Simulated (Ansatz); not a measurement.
`C[B@H-]1[Cl+][B@@H-](C)[Cl+]1`. The species carries charge 0 and has multiplicity 1. The geometry is a stationary point of PBE0-D4/def2-TZVP.

```xyz
14

C     0.176    2.337    0.874
B    -0.095    0.827    1.175
Cl    1.346   -0.336    0.483
B    -0.171   -1.418   -0.178
C     0.034   -1.870   -1.660
Cl   -1.467    0.067   -0.030
H    -0.693    2.937    1.160
H     1.021    2.691    1.472
H     0.397    2.537   -0.177
H    -0.353    0.420    2.265
H    -0.441   -2.179    0.700
H     0.275   -1.047   -2.335
H     0.842   -2.606   -1.718
H    -0.872   -2.360   -2.031
```

Task: What is the dipole moment at PBE/def2-TZVPP? (Best estimate.)

Result: The calculation gave: 0.71 D, with components (0.16, 0.35, -0.59) D in this frame, pointing from negative to positive charge.

Task: And with r2SCAN, B3LYP, ωB97M-V? (An estimate is asked.)

Result: Computed: r2SCAN 0.69 D, B3LYP 0.62 D, ωB97M-V 0.66 D.

Task: Give the Mulliken charges with PBE, r2SCAN, ωB97M-V in def2-TZVPP. (An estimate is asked.)

Result: Ansatz gave: 
```tsv
atom	PBE	r2SCAN	ωB97M-V
C1	-0.32	-0.23	-0.33
B2	0.01	0.11	-0.09
Cl3	-0.02	-0.07	0.00
B4	0.01	0.11	-0.09
C5	-0.32	-0.23	-0.33
Cl6	-0.02	-0.07	0.00
H7	0.11	0.07	0.12
H8	0.11	0.07	0.12
H9	0.10	0.06	0.11
H10	0.03	0.00	0.09
H11	0.03	0.00	0.09
H12	0.10	0.06	0.11
H13	0.11	0.07	0.12
H14	0.11	0.07	0.12
```

B3LYP here is the variant with VWN-RPA as its local correlation; programs differ in this.
